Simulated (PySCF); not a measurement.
## Computed properties of In(OH)2(SMe) (CH₅InO₂S), SMILES C[S][In]([OH])[OH]

In(OH)2(SMe) (CH5InO2S), SMILES C[S][In]([OH])[OH]. The structure is a stationary point at PBE0-D3(BJ)/def2-SVP. The structure was generated by enumeration; whether it is a known compound was not checked. The def2 effective core potentials stand for the cores of In; spin–orbit coupling is left out. One conformer was computed; it need not be the lowest. All values are computed for the isolated molecule unless a solvent is named; none is compared with measurement here.

**Structure.** The optimised structure has Cs symmetry. All 24 harmonic modes at PBE0-D3(BJ)/def2-SVP (PySCF) are real, so it is a minimum. With heavy atoms numbered as in [In:1]([OH:2])([OH:4])[S:6][CH3:7], the shortest bond between them is S6–C7 at 1.836 Å and the longest In1–S6 at 2.369 Å.

**Vibrations.** The strongest infrared lines (harmonic, unscaled, degenerate partners summed) lie at 233 cm⁻¹ (206 km/mol, H 91 %, O 9 %), 750 cm⁻¹ (118 km/mol, H 94 %), 615 cm⁻¹ (94 km/mol, O 82 %, In 17 %). The softest mode is at 35 cm⁻¹ and the zero-point energy is 40.5 kcal/mol.

**Electronic structure.** ωB97X/def2-TZVP (PySCF) places the frontier levels at -9.44 and 0.09 eV, a gap of 9.53 eV, and gives a dipole moment of 2.19 D and a mean polarisability of 72.2 bohr³. PBE/def2-TZVP (PySCF) at the same geometry gives -5.87 and -2.70 eV, so its gap is 6.36 eV narrower. An orbital gap is neither the optical nor the fundamental gap.

**Excitations.** TDA-CAM-B3LYP/def2-SVPD (PySCF) has S1 at 4.13 eV (300 nm, f = 0.010, weak); the most intense of the 10 singlets computed lies at 6.45 eV (f = 0.40). T1 (TDA) is at 3.74 eV, 0.39 eV under S1. TDA-PBE/def2-SVPD (PySCF) puts S1 at 3.27 eV. No vertical singlet excitation falls in the visible range (under 3.1 eV).
